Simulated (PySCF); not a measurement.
**Basis-set dependence of population analyses: `BN1C[C@@H]1C`**

C₃H₈BN.
Z-matrix (Å and degrees, PBE0-D3(BJ)/def2-SVP geometry), rows numbered from 1:
```
B 
N   1  1.3802
C   2  1.4205  1  148.12
C   2  1.4223  1  148.06  3  -174.17
C   4  1.5033  2  119.26  3  -111.24
H   1  1.2099  2  118.89  3    -2.80
H   1  1.2107  2  118.64  3   177.32
H   3  1.0969  2  117.56  4  -108.86
H   3  1.0970  2  117.33  4   107.98
H   4  1.0994  2  114.93  3   106.18
H   5  1.1008  4  110.66  2   -81.05
H   5  1.1000  4  110.66  2    38.61
H   5  1.1007  4  110.85  2   159.18
```

PBE0 throughout (PySCF), one geometry, spherical d and f functions. Geometry: PBE0-D3(BJ)/def2-SVP; no solvent, vibrations or thermal averaging. Atoms taken as equivalent share a column and are averaged. The first 7 of 10 kinds of atom are listed.

Mulliken charges (e):

```csv
basis,functions,B1,N2,C3,C4,C5,H6/H7,H8
STO-3G,33,+0.151,-0.289,-0.093,0.000,-0.234,-0.055,+0.102
6-31G,61,+0.185,-0.515,-0.169,-0.007,-0.484,-0.055,+0.189
pcSseg-0,61,+0.255,-0.819,-0.155,-0.108,-0.615,-0.018,+0.252
6-31G*,86,+0.012,-0.252,-0.248,-0.031,-0.538,-0.033,+0.190
cc-pVDZ,110,-0.072,-0.043,+0.051,-0.113,-0.021,-0.058,+0.059
def2-SVP,110,-0.031,-0.153,+0.060,-0.123,+0.004,-0.049,+0.067
"6-311+G(2d,p)",183,+0.002,+0.057,-0.330,+0.090,-0.597,-0.024,+0.128
aug-cc-pVDZ,187,-1.477,+0.085,+1.072,+0.588,+0.269,+0.539,-0.415
def2-TZVP,203,-0.152,-0.030,-0.153,-0.013,-0.372,-0.005,+0.119
IGLO-III,255,+0.180,-0.136,-0.210,+0.011,-0.386,-0.069,+0.107
cc-pVTZ,262,-0.127,-0.003,-0.131,-0.033,-0.274,-0.021,+0.102
```

IAO charges (e):

```csv
basis,functions,B1,N2,C3,C4,C5,H6/H7,H8
STO-3G,33,+0.001,-0.188,-0.191,-0.061,-0.402,-0.008,+0.144
6-31G,61,-0.046,-0.201,-0.203,-0.029,-0.439,-0.001,+0.156
pcSseg-0,61,-0.052,-0.199,-0.187,-0.034,-0.431,-0.003,+0.153
6-31G*,86,-0.023,-0.213,-0.183,-0.015,-0.421,-0.008,+0.147
cc-pVDZ,110,-0.053,-0.198,-0.185,-0.014,-0.420,-0.002,+0.148
def2-SVP,110,-0.043,-0.197,-0.175,-0.011,-0.411,-0.007,+0.144
"6-311+G(2d,p)",183,-0.046,-0.208,-0.191,-0.017,-0.432,-0.003,+0.152
aug-cc-pVDZ,187,-0.051,-0.203,-0.191,-0.016,-0.430,-0.002,+0.152
def2-TZVP,203,-0.043,-0.209,-0.190,-0.016,-0.432,-0.003,+0.152
IGLO-III,255,-0.045,-0.209,-0.191,-0.017,-0.433,-0.003,+0.152
cc-pVTZ,262,-0.044,-0.208,-0.191,-0.016,-0.433,-0.003,+0.152
```

Hirshfeld charges (e):

| basis | functions | B1 | N2 | C3 | C4 | C5 | H6/H7 | H8 |
| --- | --- | --- | --- | --- | --- | --- | --- | --- |
| STO-3G | 33 | +0.093 | -0.131 | +0.017 | +0.049 | -0.035 | -0.077 | +0.033 |
| 6-31G | 61 | +0.069 | -0.114 | -0.026 | +0.025 | -0.096 | -0.069 | +0.053 |
| pcSseg-0 | 61 | +0.073 | -0.098 | -0.025 | +0.030 | -0.101 | -0.075 | +0.051 |
| 6-31G* | 86 | +0.073 | -0.112 | -0.026 | +0.022 | -0.096 | -0.069 | +0.052 |
| cc-pVDZ | 110 | +0.074 | -0.099 | -0.029 | +0.022 | -0.107 | -0.072 | +0.051 |
| def2-SVP | 110 | +0.075 | -0.101 | -0.030 | +0.023 | -0.110 | -0.073 | +0.052 |
| 6-311+G(2d,p) | 183 | +0.095 | -0.134 | -0.034 | +0.009 | -0.110 | -0.068 | +0.056 |
| aug-cc-pVDZ | 187 | +0.089 | -0.127 | -0.039 | +0.009 | -0.118 | -0.067 | +0.058 |
| def2-TZVP | 203 | +0.090 | -0.125 | -0.036 | +0.012 | -0.114 | -0.068 | +0.056 |
| IGLO-III | 255 | +0.090 | -0.128 | -0.038 | +0.009 | -0.118 | -0.067 | +0.057 |
| cc-pVTZ | 262 | +0.087 | -0.119 | -0.035 | +0.014 | -0.115 | -0.070 | +0.056 |

Some averages cover members that differ in this geometry, most widely: H6/H7, Mulliken in aug-cc-pVDZ +0.496 to +0.583 e.

Question: Which scheme is steadiest as the basis changes?

Answer: Largest range over the bases for any column: IAO 0.05 e, Hirshfeld 0.08 e, Mulliken 1.73 e. IAO charges move least and Mulliken charges most, counted in e. Without the minimal STO-3G basis the ranges are IAO 0.03, Hirshfeld 0.04, Mulliken 1.73 e.

Question: How much do the charges still move between the two largest bases, IGLO-III and cc-pVTZ?

Answer: At most, over all atoms: Mulliken 0.307 e, IAO 0.001 e, Hirshfeld 0.009 e.

Question: What do the same runs give for the total energy, the frontier levels and the dipole moment?

Answer: 
```json
{"basis": "STO-3G", "energy (Eh)": "-196.0581", "HOMO (eV)": "-5.87", "LUMO (eV)": "3.82", "μ (D)": "2.36"}
{"basis": "6-31G", "energy (Eh)": "-198.4075", "HOMO (eV)": "-7.56", "LUMO (eV)": "0.65", "μ (D)": "2.52"}
{"basis": "pcSseg-0", "energy (Eh)": "-198.0121", "HOMO (eV)": "-7.89", "LUMO (eV)": "0.37", "μ (D)": "2.60"}
{"basis": "6-31G*", "energy (Eh)": "-198.4675", "HOMO (eV)": "-7.55", "LUMO (eV)": "0.59", "μ (D)": "2.43"}
{"basis": "cc-pVDZ", "energy (Eh)": "-198.4797", "HOMO (eV)": "-7.65", "LUMO (eV)": "0.24", "μ (D)": "2.42"}
{"basis": "def2-SVP", "energy (Eh)": "-198.3297", "HOMO (eV)": "-7.73", "LUMO (eV)": "0.22", "μ (D)": "2.46"}
{"basis": "6-311+G(2d,p)", "energy (Eh)": "-198.5231", "HOMO (eV)": "-7.75", "LUMO (eV)": "-0.22", "μ (D)": "2.35"}
{"basis": "aug-cc-pVDZ", "energy (Eh)": "-198.4893", "HOMO (eV)": "-7.73", "LUMO (eV)": "-0.28", "μ (D)": "2.34"}
{"basis": "def2-TZVP", "energy (Eh)": "-198.5397", "HOMO (eV)": "-7.75", "LUMO (eV)": "-0.03", "μ (D)": "2.35"}
{"basis": "IGLO-III", "energy (Eh)": "-198.5441", "HOMO (eV)": "-7.74", "LUMO (eV)": "-0.15", "μ (D)": "2.35"}
{"basis": "cc-pVTZ", "energy (Eh)": "-198.5362", "HOMO (eV)": "-7.74", "LUMO (eV)": "0.03", "μ (D)": "2.37"}
```

The dipole is fixed by the density alone, so its range of 0.26 D shows that the density itself changes with the basis, not only its division among atoms.
